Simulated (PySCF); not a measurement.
# Working out the ionisation energy of Se¹⁹⁺

Se¹⁹⁺ [Ne] 3s2 3p3 (4S) → Se²⁰⁺ [Ne] 3s2 3p2 (3P). Computed with PySCF 2.14 in an even-tempered Gaussian basis (17 s from 1.9 bohr⁻², ratio 2.5; 11 p from 2.4 bohr⁻², ratio 2.5; 5 d from 11 bohr⁻², ratio 2.7; 4 f from 17 bohr⁻², ratio 2.7), with no relativity, point nucleus. Frozen: 1s2; the 18 highest virtual orbitals dropped. Energies in hartree (1 hartree = 27.21139 eV):

```tsv
part	Se¹⁹⁺ (lower)	Se²⁰⁺ (upper)
UHF	-2194.912723	-2165.816788
MP2 opposite-spin	-0.347429	-0.342836
MP2 same-spin	-0.131818	-0.116328
```

Q: What does Hartree-Fock give?

A: (-2165.816788) − (-2194.912723) = 29.095935 hartree = 791.741 eV.

Q: What do MP2 and SCS-MP2 (6/5 opposite-spin, 1/3 same-spin) give?

A: The opposite-spin parts differ by 0.125 eV and the same-spin parts by 0.422 eV. MP2: 791.741 + (0.125) + (0.422) = 792.288 eV. SCS-MP2: 791.741 + 1.2 × (0.125) + (0.422)/3 = 792.032 eV.

Reference: 798 ± 3 eV (semi-empirical (NIST evaluation); NIST Atomic Spectra Database, ionization energies), between the lowest levels; spin-orbit coupling is absent from the calculation.

The calculation is non-relativistic.

What remains against the reference includes basis incompleteness, the frozen core and correlation beyond second order.
